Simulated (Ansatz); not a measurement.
SiN2H10O, closed shell: at a first-order saddle point.

Input (in.yaml):

```yaml
crystal:
  periodic: [false, false, false]
  atoms:
    - {symbol: Si, position_ang: [-0.535682, 0.057292, -0.966632]}
    - {symbol: H, position_ang: [-0.408077, -1.408919, -0.229775]}
    - {symbol: H, position_ang: [0.305782, -0.491579, -2.086720]}
    - {symbol: H, position_ang: [-2.022406, -0.126896, -1.021738]}
    - {symbol: N, position_ang: [-0.404203, 1.765742, -1.576872]}
    - {symbol: H, position_ang: [0.630017, -0.204756, 1.428465]}
    - {symbol: O, position_ang: [0.119823, 0.673909, 0.571514]}
    - {symbol: H, position_ang: [0.311203, -1.724064, 1.032958]}
    - {symbol: N, position_ang: [0.814523, -1.274084, 1.851419]}
    - {symbol: H, position_ang: [-0.142699, 1.828980, -2.550272]}
    - {symbol: H, position_ang: [-1.210549, 2.360394, -1.434950]}
    - {symbol: H, position_ang: [0.412405, 1.570893, 0.362426]}
    - {symbol: H, position_ang: [1.785274, -1.558522, 1.893266]}
    - {symbol: H, position_ang: [0.344690, -1.468491, 2.726913]}
basis:
  gaussian: {orbitals: 6-31G}
hamiltonian: {xc: {name: B3LYP}, dispersion: d4}
```

Command:

```bash
ansatz run in.yaml --threads 8 --pin off --events-out ev --progress --plain --max-ram 19148MiB
```

What Ansatz 0.2.0 printed:

```
Functional definition: B3LYP
  name "B3LYP"
  cite "Stephens, Devlin, Chabalowski & Frisch, J. Phys. Chem. 98, 11623 (1994) doi:10.1021/j100096a001"
  cite "Becke, Phys. Rev. A 38, 3098 (1988) doi:10.1103/PhysRevA.38.3098"
  cite "Lee, Yang & Parr, Phys. Rev. B 37, 785 (1988) doi:10.1103/PhysRevB.37.785"
  cite "Vosko, Wilk & Nusair, Can. J. Phys. 58, 1200 (1980) doi:10.1139/p80-159"
  parameter a0 = 0.2
  parameter ax = 0.72
  parameter ac = 0.81
  exchange = (1 - a0 - ax)*slater_x + ax*b88_x + a0*exact_x
  correlation = (1 - ac)*vwn_rpa_c + ac*lyp_c
799 factors; integrals over basis functions are off by at most 2.5e-4 eV
mean field evaluation 1: about -13052.8323 eV, gradient 7.8e1 eV
mean field evaluation 2: about -13036.7271 eV, gradient 1.1e2 eV
mean field evaluation 4: about -13064.4078 eV, gradient 6.1e0 eV
mean field evaluation 8: about -13064.6905 eV, gradient 3.9e-1 eV
mean field evaluation 16: about -13064.6908 eV, gradient 1.3e-5 eV
mean field -13064.69082441 eV, -480.1185322316 hartree, gradient 1.2e-5 eV, S^2 0.000000; 0 other end points of the search recorded, 0 dependent functions left out
reference -13064.69106645 eV, -480.1185411264 hartree; 23, 23 occupied and 37, 37 virtual orbitals, 799 factors
Total energy: -13065.05187607 eV, -480.1318006353 hartree
```

Hardware: 8 CPU threads of an Arm Neoverse V2, shared host. Wall time 0.4 s; peak host memory 0.6 GiB.
